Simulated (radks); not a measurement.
Q: Neutral neon, [Ne]. Calculated with a radial shooting solver on a logarithmic mesh with Libxc functionals: non-relativistic Kohn-Sham, LDA (Slater exchange, Perdew-Wang correlation), spin-polarised, spherical densities, point nucleus. Every spin shell is full or empty, so the densities are truly spherical. Functionals are evaluated on that one density, not self-consistently. Rank these exchange functionals by their error against the exact value of the orbitals, and give that value: LDA, B88, PW86, r2SCAN, MS2, Tao-Mo, TASK, MVS.

A: Exact: -12.0082 hartree. From best to worst, with 100 (|E| - |E exact|)/|E exact| (equal figures are ties): MVS +0.21, r2SCAN +0.43, B88 +0.47, Tao-Mo +0.56, MS2 +0.65, PW86 +1.17, TASK -2.46, LDA -8.67.
